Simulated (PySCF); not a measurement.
A GIAO shielding run with PySCF 2.14 (density fitting, non-relativistic, gas phase) on `C[SiH2][SiH2][Si@@H]([SiH3])O[SiH3]`, CH$_{14}$OSi$_{5}$:

```
$ OMP_NUM_THREADS=1 python probes_run.py task.json out

{"job": {"kind": "nmr", "xc": "PBE0", "basis": "pcSseg-1"}, "charge": 0, "multiplicity": 1}
C     -3.155751     0.795311    -0.119459
Si    -2.772325    -1.024287    -0.518946
Si    -0.481822    -1.392603    -0.453471
Si     0.800530     0.403258     0.293816
Si     1.364716     0.587174     2.528413
O      2.236092     0.350662    -0.491376
Si     3.350874     0.239672    -1.649718
H     -2.749015     1.079435     0.847821
H     -2.727303     1.461808    -0.862543
H     -4.224698     0.983409    -0.092212
H     -3.511374    -1.838555     0.457227
H     -3.404489    -1.320886    -1.813580
H     -0.229634    -2.561033     0.416191
H     -0.034248    -1.887066    -1.770850
H      0.201517     1.663295    -0.207066
H      2.341282    -0.409898     2.981973
H      0.150804     0.367277     3.328326
H      1.896151     1.885883     2.960659
H      4.047034    -1.022397    -1.411002
H      2.678490     0.251184    -2.948919
H      4.214249     1.405297    -1.475756
```

Hardware: 1 thread of an Intel Xeon, shared host. The job also computes population analyses, field gradients.

**Question.** How large is the calculation?

**Answer.** 98 electrons, 224 basis functions and 1285 auxiliary functions.

**Question.** How long does it take, and how much memory does it need?

**Answer.** 120 s of wall time, with 13 SCF cycles and 4 response iterations; peak memory 0.95 GiB. Times on a shared host scatter by some tens of per cent.
